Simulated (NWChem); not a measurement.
Molecule: Si$_{2}$H$_{6}$O; SMILES O[SiH2][SiH3]

```xyz
9

Si    -0.5353     0.7273     0.0095
O      0.7612     1.7772    -0.1116
Si     0.1698    -1.5177    -0.0104
H     -1.3351     0.9672     1.2559
H     -1.4013     1.0097    -1.1696
H      1.4401     1.7001     0.5649
H      1.1114    -1.7710     1.1272
H      0.8825    -1.8436    -1.2843
H     -1.0021    -2.4373     0.1370
```
Atoms are numbered in this order, from 1.

All runs: NWChem. Coordinates come from a PBE0/def2-SVP optimisation. Level: M05-2X/def2-SVP with SMD (1 M gas to 1 M solution), gas-phase geometry. Reactions with the solvent are ignored.

Question: Order these by “dipole in solution (D)”, lowest first: cyclohexane; 2-propanol; water; acetonitrile.

Answer: cyclohexane (1.35), acetonitrile (1.53), 2-propanol (1.61), water (1.66)
